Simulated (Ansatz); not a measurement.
```yaml
crystal:
  periodic: [false, false, false]
  atoms:
    - {symbol: C, position_ang: [-1.755617, -0.204029, 0.431671]}
    - {symbol: Sn, position_ang: [0.046314, -0.529971, -0.642205]}
    - {symbol: N, position_ang: [1.470301, 0.362623, 0.497635]}
    - {symbol: C, position_ang: [2.465600, 1.022346, 0.391540]}
    - {symbol: O, position_ang: [3.440153, 1.668352, 0.355920]}
    - {symbol: H, position_ang: [-1.942937, 0.866635, 0.507385]}
    - {symbol: H, position_ang: [-1.656348, -0.622765, 1.432740]}
    - {symbol: H, position_ang: [-2.593755, -0.681094, -0.076608]}
    - {symbol: H, position_ang: [0.509509, -2.167966, -0.728140]}
    - {symbol: H, position_ang: [0.099780, 0.234668, -2.166940]}
basis:
  gaussian: {orbitals: def2-mTZVPP, fitting: {mean_field: cc-pVTZ-jkfit}}
hamiltonian: {xc: {name: B3LYP5}}
scf: {lower_state_search: off}
output: {forces: true}
```

```sh
$ ansatz run in.yaml --threads 2 --pin off --events-out ev --progress --plain --max-ram 22528MiB --backend cpu
```

**Question.** How does Ansatz answer? (Best estimate.)

**Answer.** Ansatz gave: The input was rejected before any iteration.
```
Functional definition: B3LYP5
Error: <dir> the basis set cc-pVTZ-JKFIT has no functions for Sn
```

B3LYP here is the variant with VWN-RPA as its local correlation; programs differ in this.
